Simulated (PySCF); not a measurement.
Excitations are Tamm–Dancoff values on a coarser integration grid. The basis has no diffuse functions, so Rydberg states are missing or too high.

Cartesian coordinates (Å):
```xyz
7

S     -0.2450     1.9784    -0.4814
In     0.2381    -0.2422     0.2990
S      2.4628    -0.7835     1.0058
S     -1.4378    -1.9563     0.4101
H     -1.5410     1.7105    -0.7177
H      2.9307     0.4473     0.7327
H     -2.4079    -1.1542    -0.0620
```
Charge 0, spin multiplicity 1.

Task: Estimate the dipole moment, HOMO–LUMO gap, T1 excitation (TDA), S1–T1 gap (TDA), S1 excitation (TDA), LUMO, HOMO and total energy that PBE-D3(BJ)/def2-TZVP // B3LYP-D3(BJ)/def2-TZVP run with PySCF 2.14.0 returns for this input.

Result: 
| Item | Value |
|---|---|
| dipole moment | 1.36 D |
| HOMO–LUMO gap | 3.64 eV |
| T1 excitation (TDA) | 3.49 eV |
| S1–T1 gap (TDA) | 0.26 eV |
| S1 excitation (TDA) | 3.76 eV |
| LUMO | -2.74 eV |
| HOMO | -6.38 eV |
| total energy | -37719.22 eV |
